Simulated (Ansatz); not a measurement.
Ideal-gas functions of CH$_{4}$AlCl$_{2}$N, SMILES `C[NH][Al]([Cl])[Cl]` at 800 K and 1 bar, from an Ansatz frequency run at PBE0-D4/def2-TZVP.

Molar mass 127.94 g/mol, point group Cs (symmetry number 1), electronic degeneracy 1, moments of inertia 197.716, 292.44, 486.99 u Å². Harmonic wavenumbers (cm⁻¹, unscaled): 105, 115, 144, 153, 227, 296, 429, 516, 616, 781, 1087, 1143, 1159, 1399, 1461, 1489, 1515, 3020, 3070, 3120, 3610.

Use S(trans) = R[1.5 ln M + 2.5 ln T − 1.1517]; rotational temperatures θ = 24.2544 K / I; S(rot) = R[ln(√π/σ · √(T³/θAθBθC)) + 1.5]; for each mode x = 1.438777 ν̃/T, S = R[x/(eˣ − 1) − ln(1 − e⁻ˣ)] and H = RT x/(eˣ − 1); 1 cm⁻¹ = 0.0119627 kJ/mol; R = 8.31446 J/(mol·K).

By hand: the entropy, in J/(mol·K).

Translation 189.9. Rotation: θ = 0.1227, 0.0829, 0.0498 K, giving 132.1. Vibration, mode by mode: 22.19, 21.43, 19.57, 19.07, 15.82, 13.65, 10.67, 9.23, 7.88, 6.14, 3.95, 3.65, 3.57, 2.54, 2.33, 2.23, 2.15, 0.24, 0.22, 0.20, 0.09, in all 166.8. Electronic 0.0. Sum 488.8 J/(mol·K).

By hand: H − E and G − E in kJ/mol, counted from the electronic energy.

Zero-point energy ½ × 25455 × 0.0119627 = 152.3; thermal vibration 61.2; translation, rotation and pV give 4 RT = 26.6. H − E = 240.1 kJ/mol, and G − E = 240.1 − 800 × 488.8/1000 = -150.9 kJ/mol.

Vibration gives 34 % of the entropy, 63.2 J/(mol·K) of it from the modes under 150 cm⁻¹: soft modes count most, and the harmonic formula is weakest for them. The sum counts one conformer and one mirror image; others add a mixing term.
